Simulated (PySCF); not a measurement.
## Calculated data, BClHOSi, BH$_{2}$O$_{2}$Si, H$_{3}$NOSi$_{2}$, H$_{3}$O$_{2}$Si$_{2}$ and others

All values are calculated (PySCF 2.14.0). Calculation on a computer-drawn molecule: optimised geometry and harmonic frequencies of an isolated molecule of the commonest isotopes, restricted reference for singlets and unrestricted otherwise, frozen core in MP2.

(1) BClHOSi

Start structure:
```xyz
5
BClHOSi
O     -2.3478     0.3730    -2.3931
B     -1.7402     0.4991    -1.3666
Si    -0.3968     0.9779    -0.0786
Cl    -0.2386    -0.8684     1.3078
H     -0.9559     1.8286     1.0181
```

| Item | Value |
| --- | --- |
| charge | -1 |
| multiplicity | 1 |
| method | HF |
| basis | aug-cc-pV(D+d)Z |
| rotational constants | 8.663, 2.2, 1.781 GHz |
| total energy | -848.7100 hartree |
| convergence status largest gradient component | 2.118e-05 hartree/bohr |

Drawn bonds:
```tsv
atom	other atom	order
1	2	2
2	3	1
3	4	1
3	5	1
```

Optimised structure:
```xyz
5
BClHOSi
O     -2.4292     0.3301    -2.2437
B     -1.6393     0.5494    -1.3605
Si    -0.1668     1.0157     0.0126
Cl    -0.3205    -0.9049     1.2012
H     -1.1235     1.8198     0.8780
```

Modes:
```tsv
frequency (cm⁻¹)	reduced mass (dalton)
114.4	18.97
316.7	4.171
360.2	22.05
409.1	13.77
487.5	11.91
756.6	1.182
784.3	1.157
1987	11.68
2071	1.048
```

(2) BClHOSi

Start structure:
```xyz
5
BClHOSi
O     -2.4292     0.3301    -2.2437
B     -1.6393     0.5494    -1.3605
Si    -0.1668     1.0157     0.0126
Cl    -0.3205    -0.9049     1.2012
H     -1.1235     1.8198     0.8780
```

| Quantity | Value |
| --- | --- |
| charge | -1 |
| multiplicity | 1 |
| method | MP2 |
| basis | aug-cc-pV(D+d)Z |
| rotational constants | 8.626, 2.2, 1.781 GHz |
| total energy | -849.2379 hartree |
| convergence status largest gradient component | 3.214e-05 hartree/bohr |

Drawn bonds:
```tsv
atom	other atom	order
1	2	2
2	3	1
3	4	1
3	5	1
```

Optimised structure:
```xyz
5
BClHOSi
O     -2.4355     0.3267    -2.2564
B     -1.6349     0.5575    -1.3359
Si    -0.1566     1.0127     0.0119
Cl    -0.3211    -0.9031     1.1969
H     -1.1312     1.8163     0.8712
```

Modes:
```tsv
frequency (cm⁻¹)	reduced mass (dalton)
103.5	19.09
286	4.215
354.4	16.12
395.3	17.58
475.1	11.56
698	1.247
733.2	1.101
1782	12.35
2022	1.042
```

(3) BH$_{2}$O$_{2}$Si

Start structure:
```xyz
6
BH2O2Si
O     -1.4942    -0.8627     1.9713
Si    -1.1914    -0.3351     0.4398
B      0.3049     0.8013    -0.0990
O      1.3458     0.1428    -0.6472
H     -1.7478    -1.3787    -0.5287
H      0.3861     2.0030     0.1198
```

| Quantity | Value |
| --- | --- |
| charge | -1 |
| multiplicity | 1 |
| method | HF |
| basis | aug-cc-pV(D+d)Z |
| rotational constants | 33.92, 2.803, 2.589 GHz |
| total energy | -464.5910 hartree |
| convergence status largest gradient component | 1.239e-05 hartree/bohr |

Drawn bonds:
```tsv
atom	other atom	order
1	2	2
2	3	1
3	4	1
2	5	1
3	6	1
```

Optimised structure:
```xyz
6
BH2O2Si
O     -2.0082    -0.5071     1.8242
Si    -1.1004    -0.4914     0.5906
B      0.4216     0.8082    -0.1334
O      0.9217     0.4237    -1.2271
H     -1.3170    -1.6621    -0.3469
H      0.6858     1.7992     0.5487
```

Modes:
```tsv
frequency (cm⁻¹)	reduced mass (dalton)
67.77	5.522
168.3	5.816
289.4	12.63
476.6	1.232
602.8	6.067
838.8	1.653
908.1	1.13
1095	1.181
1216	13.86
1612	8.173
2113	1.051
2403	1.1
```

(4) BH$_{2}$O$_{2}$Si

Start structure:
```xyz
6
BH2O2Si
O     -2.0082    -0.5071     1.8242
Si    -1.1004    -0.4914     0.5906
B      0.4216     0.8082    -0.1334
O      0.9217     0.4237    -1.2271
H     -1.3170    -1.6621    -0.3469
H      0.6858     1.7992     0.5487
```

| Quantity | Value |
| --- | --- |
| charge | -1 |
| multiplicity | 1 |
| method | MP2 |
| basis | aug-cc-pV(D+d)Z |
| rotational constants | 33.52, 2.791, 2.576 GHz |
| total energy | -465.1953 hartree |
| convergence status largest gradient component | 2.9e-05 hartree/bohr |

Drawn bonds:
```tsv
atom	other atom	order
1	2	2
2	3	1
3	4	1
2	5	1
3	6	1
```

Optimised structure:
```xyz
6
BH2O2Si
O     -2.0530    -0.5373     1.8540
Si    -1.0898    -0.4718     0.5967
B      0.4076     0.8127    -0.1092
O      0.8899     0.3718    -1.2382
H     -1.2666    -1.6270    -0.3791
H      0.7155     1.8220     0.5319
```

Modes:
```tsv
frequency (cm⁻¹)	reduced mass (dalton)
38.93	7.199
156.2	6.129
275.3	12.92
444.6	1.199
596.5	5.862
758.7	1.603
837.2	1.118
1013	1.475
1056	4.189
1413	8.955
2054	1.047
2380	1.096
```

(5) H$_{3}$NOSi$_{2}$

Start structure:
```xyz
7
H3NOSi2
O      0.0044     0.9795    -1.4272
Si     0.1070     0.4851     0.0207
N      1.5611     0.8219     0.9962
Si     3.0200     1.6376     0.6468
H     -0.8135    -0.2639     0.8062
H      1.3593     0.4407     1.8797
H      2.7774     1.9178    -0.7369
```

| Property | Result |
| --- | --- |
| charge | 0 |
| multiplicity | 1 |
| method | HF |
| basis | cc-pV(D+d)Z |
| rotational constants | 13.53, 2.497, 2.108 GHz |
| total energy | -708.9448 hartree |
| convergence status largest gradient component | 2.515e-05 hartree/bohr |

Drawn bonds:
```tsv
atom	other atom	order
1	2	2
2	3	1
3	4	1
2	5	1
3	6	1
4	7	1
```

Optimised structure:
```xyz
7
H3NOSi2
O     -0.0256     0.9194    -1.4319
Si     0.1582     0.5132    -0.0059
N      1.5101     0.7983     0.9831
Si     3.0405     1.6077     0.6831
H     -0.8349    -0.2208     0.7906
H      1.4146     0.4324     1.9174
H      2.7529     1.9686    -0.7510
```

Modes:
```tsv
frequency (cm⁻¹)	reduced mass (dalton)
153.1	2.276
163.8	8.415
267.4	1.414
418.4	7.332
650.4	5.339
662.8	1.377
790.5	1.12
916.7	1.107
946.5	3.761
985.5	1.226
1330	1.813
1358	3.563
2193	1.042
2380	1.045
3749	1.075
```

(6) H$_{3}$NOSi$_{2}$

Start structure:
```xyz
7
H3NOSi2
O     -0.0256     0.9194    -1.4319
Si     0.1582     0.5132    -0.0059
N      1.5101     0.7983     0.9831
Si     3.0405     1.6077     0.6831
H     -0.8349    -0.2208     0.7906
H      1.4146     0.4324     1.9174
H      2.7529     1.9686    -0.7510
```

| Quantity | Value |
| --- | --- |
| charge | 0 |
| multiplicity | 1 |
| method | MP2 |
| basis | cc-pV(D+d)Z |
| rotational constants | 12.98, 2.445, 2.057 GHz |
| total energy | -709.4746 hartree |
| convergence status largest gradient component | 4.064e-05 hartree/bohr |

Drawn bonds:
```tsv
atom	other atom	order
1	2	2
2	3	1
3	4	1
2	5	1
3	6	1
4	7	1
```

Optimised structure:
```xyz
7
H3NOSi2
O     -0.0342     0.9324    -1.4818
Si     0.1571     0.5164    -0.0168
N      1.5252     0.7990     1.0003
Si     3.0613     1.6166     0.6863
H     -0.8306    -0.2217     0.8001
H      1.4162     0.4226     1.9474
H      2.7207     1.9535    -0.7501
```

Modes:
```tsv
frequency (cm⁻¹)	reduced mass (dalton)
131.3	2.735
148.7	8.406
266.8	1.304
375.3	7.575
594.1	1.399
619.1	5.501
759.7	1.083
858.9	1.081
886.4	3.521
933.2	1.255
1212	2.794
1226	2.155
2137	1.042
2300	1.045
3553	1.075
```

(7) H$_{3}$O$_{2}$Si$_{2}$

Start structure:
```xyz
7
H3O2Si2
O      1.1212    -3.1020    -1.2338
Si     0.9319    -2.1322    -0.0976
O      0.6250    -0.5767    -0.2628
Si     0.3667     0.8089    -1.0345
H      0.8298    -2.3621     1.3456
H     -0.7877     1.4377    -0.4248
H      0.3716     0.5551    -2.5372
```

| Property | Result |
| --- | --- |
| charge | 0 |
| multiplicity | 2 |
| method | HF |
| basis | cc-pV(D+d)Z |
| rotational constants | 16.76, 2.319, 2.064 GHz |
| total energy | -729.3940 hartree |
| spin squared | 0.7529 |
| convergence status largest gradient component | 4.023e-06 hartree/bohr |

Drawn bonds:
```tsv
atom	other atom	order
1	2	2
2	3	1
3	4	1
2	5	1
4	6	1
4	7	1
```

Optimised structure:
```xyz
7
H3O2Si2
O      1.7750    -2.9005    -1.0498
Si     0.9316    -2.1462    -0.0768
O      0.4214    -0.6325    -0.2209
Si     0.4354     0.7252    -1.2028
H      0.4193    -2.6576     1.1909
H     -0.2147     1.8117    -0.4404
H     -0.3096     0.4286    -2.4453
```

Modes:
```tsv
frequency (cm⁻¹)	reduced mass (dalton)
53.54	1.144
92.24	6.756
148.4	3.577
426.1	10.4
608.4	6.042
664	1.436
771.6	1.179
870.5	1.212
950.4	1.164
1003	1.073
1110	7.595
1362	16.34
2305	1.028
2326	1.056
2435	1.046
```

(8) H$_{3}$O$_{2}$Si$_{2}$

Start structure:
```xyz
7
H3O2Si2
O      1.7750    -2.9005    -1.0498
Si     0.9316    -2.1462    -0.0768
O      0.4214    -0.6325    -0.2209
Si     0.4355     0.7252    -1.2028
H      0.4193    -2.6576     1.1909
H     -0.2147     1.8117    -0.4404
H     -0.3096     0.4286    -2.4453
```

| Property | Result |
| --- | --- |
| charge | 0 |
| multiplicity | 2 |
| method | MP2 |
| basis | cc-pV(D+d)Z |
| rotational constants | 14.4, 2.407, 2.086 GHz |
| total energy | -729.9367 hartree |
| spin squared | 0.753 |
| convergence status largest gradient component | 1.718e-05 hartree/bohr |

Drawn bonds:
```tsv
atom	other atom	order
1	2	2
2	3	1
3	4	1
2	5	1
4	6	1
4	7	1
```

Optimised structure:
```xyz
7
H3O2Si2
O      1.7165    -2.8523    -1.1657
Si     0.9121    -2.1338    -0.0757
O      0.3638    -0.5900    -0.0800
Si     0.4523     0.7129    -1.1703
H      0.4708    -2.6986     1.2065
H     -0.2450     1.8442    -0.5152
H     -0.2121     0.3462    -2.4446
```

Modes:
```tsv
frequency (cm⁻¹)	reduced mass (dalton)
65.16	1.13
95	6.826
139.5	3.693
381.1	10.84
588.3	1.411
601	5.595
728.3	1.179
819.4	1.22
892	1.205
956.3	1.089
1011	5.485
1229	15.8
2259	1.029
2292	1.056
2356	1.046
```

(9) AlH$_{3}$NOSi

Start structure:
```xyz
7
AlH3NOSi
O     -1.8023    -2.4055     2.5094
Si    -0.9541    -1.3351     1.9085
N     -1.5456     0.3005     1.8047
Al    -0.9571     1.9354     1.1656
H      0.3117    -1.3146     1.4146
H     -2.4991     0.3815     2.1799
H     -1.4249     2.5119    -0.2458
```

| Quantity | Value |
| --- | --- |
| charge | 0 |
| multiplicity | 2 |
| method | HF |
| basis | cc-pV(D+d)Z |
| rotational constants | 35.26, 1.933, 1.832 GHz |
| total energy | -661.9553 hartree |
| spin squared | 0.7543 |
| convergence status largest gradient component | 2.373e-05 hartree/bohr |

Drawn bonds:
```tsv
atom	other atom	order
1	2	2
2	3	1
3	4	1
2	5	1
3	6	1
4	7	1
```

Optimised structure:
```xyz
7
AlH3NOSi
O     -1.7625    -2.3350     2.7501
Si    -1.0028    -1.2821     2.0043
N     -1.5564     0.2367     1.5419
Al    -0.7566     1.5986     0.6453
H      0.3874    -1.4229     1.5493
H     -2.5132     0.4005     1.8255
H     -1.6674     2.8784     0.4205
```

Modes:
```tsv
frequency (cm⁻¹)	reduced mass (dalton)
105.7	7.602
161	5.854
252.7	1.158
335.7	12.27
569.3	1.361
657.5	1.58
716.4	1.097
747.5	3.385
951.3	1.205
974.2	2.643
1201	1.548
1357	8.613
1938	1.044
2379	1.044
3717	1.074
```

(10) AlH$_{3}$NOSi

Start structure:
```xyz
7
AlH3NOSi
O     -1.7625    -2.3350     2.7501
Si    -1.0028    -1.2821     2.0043
N     -1.5564     0.2367     1.5419
Al    -0.7566     1.5986     0.6453
H      0.3874    -1.4229     1.5493
H     -2.5132     0.4005     1.8255
H     -1.6674     2.8784     0.4205
```

| Item | Value |
| --- | --- |
| charge | 0 |
| multiplicity | 2 |
| method | MP2 |
| basis | cc-pV(D+d)Z |
| rotational constants | 34.26, 1.898, 1.799 GHz |
| total energy | -662.4501 hartree |
| spin squared | 0.7544 |
| convergence status largest gradient component | 1.453e-05 hartree/bohr |

Drawn bonds:
```tsv
atom	other atom	order
1	2	2
2	3	1
3	4	1
2	5	1
3	6	1
4	7	1
```

Optimised structure:
```xyz
7
AlH3NOSi
O     -1.7389    -2.4061     2.7726
Si    -1.0063    -1.2908     2.0094
N     -1.5958     0.2453     1.5527
Al    -0.7385     1.5832     0.6452
H      0.3875    -1.3592     1.5213
H     -2.5672     0.4153     1.8391
H     -1.6122     2.8865     0.3965
```

Modes:
```tsv
frequency (cm⁻¹)	reduced mass (dalton)
91.06	7.088
145.7	6.04
255.5	1.18
307.7	11.84
540.9	1.337
564.4	1.549
670.4	1.094
711.5	3.49
884.8	1.475
915.2	1.903
1085	1.584
1233	7.454
1914	1.044
2304	1.044
3540	1.074
```
